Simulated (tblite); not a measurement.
Species: C₅H₂NO (doublet state).
SMILES: `C#Cc1cn[c]o1`

Computed values, GFN2-xTB/tblite, gas phase, harmonic and unscaled. Against measured fundamentals such values can be off by several per cent, at times by over 20. Open shells enter through the occupations alone, without spin polarisation, and single modes of such species can be off by tens of per cent.

Harmonic wavenumbers (cm⁻¹): 143.5, 149.3, 379.3, 446.9, 466.6, 584.5, 585.5, 667.3, 670.5, 795.3, 831.1, 941.0, 1061.1, 1120.6, 1196.4, 1242.2, 1492.7, 1560.1, 2232.6, 3187.4, 3397.1.

A = 10302, B = 2085, C = 1734 MHz; mass 92.014 u (most abundant isotopes); point group Cs, symmetry number 1; spin multiplicity 2.

Task: What is the zero-point energy?

Result: Half the sum of the wavenumbers: 11576 cm⁻¹ = 138.47 kJ/mol.

Task: What is S at 200 K and 1 bar for an ideal gas of classical rigid rotors and harmonic oscillators?

Result: Translation 156.95, rotation 106.14, vibration 24.02, spin (R ln 2) 5.76: S = 292.9 J/(mol K).

Task: And Cp and H(200 K) − H(0)?

Result: Cp = 70.74 J/(mol K), of which vibrations give 37.48 (their classical limit is 21 R = 174.6); H(200 K) − H(0) = 9.70 kJ/mol without the zero-point energy, 3.05 from vibrations.

Task: Blend soft modes into free rotors: weight 1/[1 + (100 cm⁻¹/ν̃)⁴] for the oscillator and the rest for a rotor with moment μB/(μ + B), μ = h/(8π²ν), B = 10⁻⁴⁴ kg m². What vibrational entropy results?

Result: 24.20 J/(mol K) in place of 24.02, which changes −T·S at 200 K by -0.04 kJ/mol.

Task: Which modes carry the vibrational entropy at 200 K?

Result: 143.5 cm⁻¹: 8.41; 149.3 cm⁻¹: 8.11; 379.3 cm⁻¹: 2.15; 446.9 cm⁻¹: 1.46; 466.6 cm⁻¹: 1.30; 584.5 cm⁻¹: 0.65 J/(mol K); the other 15 give 1.94 together.

Task: How do the functions run with temperature in this model?

Result: 
```tsv
T (K)	S (J/(mol K))	Cp (J/(mol K))	H − H(0) (kJ/mol)	G − H(0) (kJ/mol)	ln q(vib)
100	253.3	47.4	3.85	-21.48	0.27
300	326.3	95.3	18.03	-79.87	2.06
500	384.3	131.6	41.02	-151.10	4.35
800	453.2	160.8	85.39	-277.19	7.79
1000	490.4	172.0	118.74	-371.65	9.93
```

q(vib) and H(0) count from the zero-point level.

Task: What must be added to the electronic energy to get the Gibbs energy at 200 K and 1 bar?

Result: ZPE + [H(200 K) − H(0)] − T·S = 138.47 + 9.70 − 58.58 = 89.59 kJ/mol.

Hindered rotation and anharmonicity are outside this model.
